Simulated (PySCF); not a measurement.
C3H3 (SMILES [C-]#CC), charge -1, singlet, at a GFN2-xTB geometry (in this run its highest filled SCF level lies above zero, so its values depend strongly on the basis, on diffuse functions most of all); M06/6-311G** in PySCF.

Input for PySCF:
```python
from pyscf import gto, scf, dft

mol = gto.Mole()
mol.atom = '''
    C     0.001792   -0.000830    0.348052
    C     0.008117   -0.003758    1.576479
    C    -0.005887    0.002725   -1.143303
    H     0.039631    1.028479   -1.560260
    H     0.855571   -0.549931   -1.568224
    H    -0.919337   -0.467375   -1.558888
'''
mol.basis = '6-311g**'
mol.charge = -1
mol.spin = 0
mol.verbose = 4
mol.build()

mf = dft.RKS(mol)
mf.xc = 'm06'
mf.kernel()
```

Predict the main parts of the log of this PySCF run.


```
PySCF version 2.14.0

[INPUT] verbose = 4
[INPUT] num. atoms = 6
[INPUT] num. electrons = 22
[INPUT] charge = -1
[INPUT] spin (= nelec alpha-beta = 2S) = 0
[INPUT] symmetry False subgroup None
[INPUT] Mole.unit = angstrom
[INPUT] Symbol           X                Y                Z      unit          X                Y                Z       unit  Magmom
[INPUT]  1 C      0.001792000000  -0.000830000000   0.348052000000 AA    0.003386389215  -0.001568472683   0.657722957107 Bohr   0.0
[INPUT]  2 C      0.008117000000  -0.003758000000   1.576479000000 AA    0.015338906953  -0.007101590776   2.979113551128 Bohr   0.0
[INPUT]  3 C     -0.005887000000   0.002725000000  -1.143303000000 AA   -0.011124817695   0.005149503689  -2.160529547394 Bohr   0.0
[INPUT]  4 H      0.039631000000   1.028479000000  -1.560260000000 AA    0.074891736043   1.943543634867  -2.948464083114 Bohr   0.0
[INPUT]  5 H      0.855571000000  -0.549931000000  -1.568224000000 AA    1.616794870120  -1.039218977408  -2.963513861970 Bohr   0.0
[INPUT]  6 H     -0.919337000000  -0.467375000000  -1.558888000000 AA   -1.737295146179  -0.883210747469  -2.945871378871 Bohr   0.0

nuclear repulsion = 52.0511052581307
number of shells = 36
number of NR pGTOs = 117
number of NR cGTOs = 72
basis = 6-311g**
ecp = {}

******** <class 'pyscf.dft.rks.RKS'> ********
method = RKS
initial guess = minao
damping factor = 0
level_shift factor = 0
DIIS = <class 'pyscf.scf.diis.CDIIS'>
diis_start_cycle = 1
diis_space = 8
diis_damp = 0
SCF conv_tol = 1e-09
SCF conv_tol_grad = None
SCF max_cycles = 50
direct_scf = True
direct_scf_tol = 1e-13
XC library pyscf.dft.libxc version 7.1.2
    S. Lehtola, C. Steigemann, M. J. T. Oliveira, and M. A. L. Marques,  SoftwareX 7, 1–5 (2018)
XC functionals = m06
    Y. Zhao and D. G. Truhlar,  Theor. Chem. Acc. 120, 215 (2008)
    Y. Zhao and D. G. Truhlar,  Theor. Chem. Acc. 120, 215 (2008)
radial grids:
    Treutler-Ahlrichs [JCP 102, 346 (1995); DOI:10.1063/1.469408] (M4) radial grids

becke partition: Becke, JCP 88, 2547 (1988); DOI:10.1063/1.454033
pruning grids: <function nwchem_prune>
grids dens level: 3
symmetrized grids: False
atomic radii adjust function: <function treutler_atomic_radii_adjust>
small_rho_cutoff = 0
Set gradient conv threshold to 3.16228e-05
Initial guess from minao.
tot grids = 71784
init E= -116.063112031282
  HOMO = -0.310252884997701  LUMO = -0.00938054491295078  gap/eV = 8.18715
cycle= 1 E= -115.841594927887  delta_E= 0.222  |g|= 0.563  |ddm|= 1.98
  HOMO = 0.165454243632436  LUMO = 0.197371157427199  gap/eV = 0.86850
cycle= 2 E= -115.742281847549  delta_E= 0.0993  |g|= 0.788  |ddm|= 3.67
  HOMO = 0.00461092966029996  LUMO = 0.218442956585143  gap/eV = 5.81867
cycle= 3 E= -115.943858962177  delta_E= -0.202  |g|= 0.191  |ddm|= 2.88
  HOMO = 0.00590674072629912  LUMO = 0.20999847843396  gap/eV = 5.55362
cycle= 4 E= -115.952170539859  delta_E= -0.00831  |g|= 0.076  |ddm|= 0.183
  HOMO = 0.00435450443270277  LUMO = 0.210385522168082  gap/eV = 5.60639
cycle= 5 E= -115.95351252858  delta_E= -0.00134  |g|= 0.0167  |ddm|= 0.0814
  HOMO = 0.00383454099676903  LUMO = 0.211369128862916  gap/eV = 5.64730
cycle= 6 E= -115.953578046129  delta_E= -6.55e-05  |g|= 0.00445  |ddm|= 0.0163
  HOMO = 0.00346905825337206  LUMO = 0.211530049311758  gap/eV = 5.66163
cycle= 7 E= -115.953583271173  delta_E= -5.23e-06  |g|= 0.000501  |ddm|= 0.00784
  HOMO = 0.0035455426072379  LUMO = 0.21141392901222  gap/eV = 5.65639
cycle= 8 E= -115.953583353623  delta_E= -8.25e-08  |g|= 6.31e-05  |ddm|= 0.000778
  HOMO = 0.00354552255535433  LUMO = 0.211411562850593  gap/eV = 5.65632
cycle= 9 E= -115.953583354806  delta_E= -1.18e-09  |g|= 1.21e-05  |ddm|= 0.000197
  HOMO = 0.00354655892017664  LUMO = 0.211412220513999  gap/eV = 5.65631
cycle= 10 E= -115.953583354843  delta_E= -3.75e-11  |g|= 1.27e-06  |ddm|= 1.16e-05
  HOMO = 0.00354671459678124  LUMO = 0.211412263439968  gap/eV = 5.65631
Extra cycle  E= -115.953583354842  delta_E= 1.28e-12  |g|= 1.9e-06  |ddm|= 4.3e-06
converged SCF energy = -115.953583354842
```
